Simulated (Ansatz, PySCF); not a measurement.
Gas-phase reaction (SMILES): N[CH2][GeH2][CH2]N + 2 C (CH4) + [GeH4] (GeH4) -> 2 CN (CH5N) [methanamine] + 2 [CH3][GeH3]; bond separation energy.

Structures are relaxed separately at B3LYP-D3(BJ)/def2-TZVP in Ansatz (a program for electronic structure), one conformer each, not searched for the lowest. Cores are frozen in the correlated levels unless marked. Spin-orbit coupling is left out. Frozen are the shells of the preceding noble gas and the d and f shells that filled before the atom's block. No relativistic terms. CBS marks a two-point X^-3 extrapolation of the correlation energy; Hartree-Fock from the larger set. The bracket is a focal-point correction in the basis named. Thermal terms are rigid-rotor harmonic-oscillator values from B3LYP-D3(BJ) frequencies (Ansatz or PySCF) at 298.15 K and 1 atm. 1 Eh = 627.5095 kcal/mol.

| species | E, RI-MP2/CBS(aug-cc-pVTZ,aug-cc-pVQZ)+[CCSD(T)-MP2]/aug-cc-pVTZ (Ansatz) (Eh) | E, PBE0-D4/def2-TZVPD (Ansatz + dftd4) (Eh) | H - E (Eh) |
|---|---|---|---|
| N[CH2][GeH2][CH2]N | -2267.02727 | -2268.30972 | 0.13362 |
| C (CH4) | -40.46129 | -40.47492 | 0.04840 |
| CN (CH5N) | -95.75128 | -95.78053 | 0.06816 |
| [CH3][GeH3] | -2117.17976 | -2118.41092 | 0.06456 |
| [GeH4] (GeH4) | -2077.90850 | -2079.12012 | 0.03354 |

Problem. Work out ΔE and ΔH at 298.15 K at the first level, then ΔH at the second.

Solution. 
1. ΔE = [2×(-95.75128) + 2×(-2117.17976)] - [(-2267.02727) + 2×(-40.46129) + (-2077.90850)] = -0.00373 Eh = -2.3 kcal/mol at RI-MP2/CBS(aug-cc-pVTZ,aug-cc-pVQZ)+[CCSD(T)-MP2]/aug-cc-pVTZ.
2. The terms H - E add up to 0.00148 Eh, so ΔH = (-0.00373 + (0.00148))×627.5095 = -1.4 kcal/mol.
3. At PBE0-D4/def2-TZVPD the same steps give ΔE = -2.0 and ΔH = -1.1 kcal/mol, a shift of +0.3 from the first level.
4. These values are not checked against measurement here, since the tables used lack a sound gas-phase enthalpy of formation for at least one species.
